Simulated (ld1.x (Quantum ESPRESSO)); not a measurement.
## gallium: one change to a TM potential, before and after

```
Element                 : gallium (Ga)
Generator               : ld1.x (Quantum ESPRESSO) 7.5
Type                    : norm-conserving Troullier–Martins (Kleinman–Bylander form)
Functional              : LDA (PZ)
Relativity              : scalar-relativistic
Frozen core             : [Ar] 3d10
Valence charge          : 3
Reference configuration : 4s2 4p1
Partial waves           : 4p (bound): rc 2.35 bohr; 4s (bound): rc 1.65 bohr
Local potential         : the s channel
Core correction         : Bessel-smoothed model core inside 0.95 bohr
```

Change: wave 4s (bound): rc 1.65 bohr becomes 4s (bound): rc 1.32 bohr.

Cutoffs: the cutoffs (Ry, on a coarse ladder) from which the occupation-weighted sum of valence levels, in a spherical-Bessel basis at the reference potential, stays within 10 and 1 mRy of its value at 400 Ry; they do not see the model core or the augmentation charge, which bear on the density cutoff. Errors are all-electron minus pseudo energies relative to the spin-unpolarised reference configuration.

**Question.** How do hardness, ghosts and transferability respond?

**Answer.** The potential gets harder (15 Ry and 35 Ry → 45 Ry and 140 Ry); a bound ghost appears in p, which as a rule spoils a file; of the 9 tests that both files solve, the error grows in 2 and shrinks in 0 by more than 15 % and 0.3 meV (median size 16.0 → 19.6 meV); the range in which the s phases agree narrows (upper end 2.7 → 1.7); the range in which the p phases agree narrows (upper end 4.7 → 3.6). A smaller radius makes the pseudo-wave follow the all-electron one further in, where it bends more sharply, so more plane waves are needed.

| quantity | base | changed |
| --- | --- | --- |
| cutoff, loose | 15 Ry | 45 Ry |
| cutoff, tight | 35 Ry | 140 Ry |
| loose cutoff by channel (10 mRy a level) | p 6 Ry, s 12 Ry | p 12 Ry, s 40 Ry |
| bound ghosts | none | p |
| error for 4s2 4p0, meV [ΔE 5.89 eV] | -12 | -11 |
| error for 4s1 4p0, meV [ΔE 27.39 eV] | -180 | -174 |
| error for 4s2 4p0.5, meV [ΔE 2.12 eV] | -1.8 | -1.7 |
| error for 4s2 4p1.3, meV [ΔE -0.58 eV] | -0.1 | -0.1 |
| error for 4s0 4p3, meV [ΔE 13.54 eV] | -63 | -85 |
| error for 4s1 4p1, meV [ΔE 13.34 eV] | -49 | -53 |
| error for 4s1 4p2, meV [ΔE 6.61 eV] | -16 | -20 |
| error for 4s2 4p1 (spin-polarised), meV [ΔE -0.13 eV] | -1.1 | -1.0 |
| error for 4s1 4p0 (spin-polarised), meV [ΔE 27.08 eV] | -197 | -195 |
| s: phases at 2.55 bohr within 0.05 rad from the reference energy up to (Ry; the scan ends near 5) | 2.7 | 1.7 |
| p: phases at 2.55 bohr within 0.05 rad from the reference energy up to (Ry; the scan ends near 5) | 4.7 | 3.6 |

 A true bound ghost makes a file unfit for plane-wave use even where its test errors are small: the radial tests pick states by their node count and pass the ghost by.
